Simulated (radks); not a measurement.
Values are calculated unless marked as measured or tabulated.
Spherical quantum dot in the effective-mass picture: electrons in a well V = -V0 / (1 + exp((r - R)/a)) with V0 = 5.8, R = 4.54, a = 0.35, all in effective atomic units (hartree* = m*/eps^2 hartree, bohr* = eps/m* bohr), one dielectric constant everywhere. Level of theory: non-relativistic Kohn-Sham, exchange-only LDA, spin-polarised, spherical densities (a radial shooting solver with Libxc functionals). Levels are named by radial order and angular momentum (1s, 1p, 1d, 2s, ...), and open shells are averaged over m.

N = 13, configuration 1s2 1p6 1d(up 5, down 0). This is the lowest configuration that the search found. Occupied and some empty levels:

| level | occupation | eigenvalue (hartree*) | <r> (bohr*) |
|---|---|---|---|
| 1s up | 1 | -1.7628 | 2.862 |
| 1s down | 1 | -1.6779 | 2.818 |
| 1p up | 3 | -1.6123 | 3.045 |
| 1p down | 3 | -1.5211 | 3.030 |
| 1d up | 5 | -1.3696 | 3.200 |
| 1d down | 0 | -1.2753 | 3.197 |
| 1f up | 0 | -1.0512 | 3.333 |
| 2s up | 0 | -0.95683 | 2.234 |
| 1f down | 0 | -0.95604 | 3.336 |
| 2s down | 0 | -0.91251 | 2.232 |
| 2p up | 0 | -0.56750 | 2.622 |
| 2p down | 0 | -0.51013 | 2.613 |

Energy (hartree*): total -43.5981, kinetic 6.2193, external -71.391, Hartree 25.077, exchange-correlation -3.5034.

Electron density:

| r (bohr*) | n(r) (e/bohr*^3) |
|---|---|
| 0.126 | 0.006474 |
| 0.600 | 0.008842 |
| 1.07 | 0.01517 |
| 1.55 | 0.02683 |
| 2.02 | 0.04374 |
| 2.50 | 0.06055 |
| 2.97 | 0.06508 |
| 3.45 | 0.04766 |
| 3.92 | 0.01999 |
| 4.40 | 0.004077 |
| 4.87 | 0.0004273 |
| 5.34 | 0.00003131 |
| 5.82 | 2.081e-06 |
| 6.29 | 1.423e-07 |
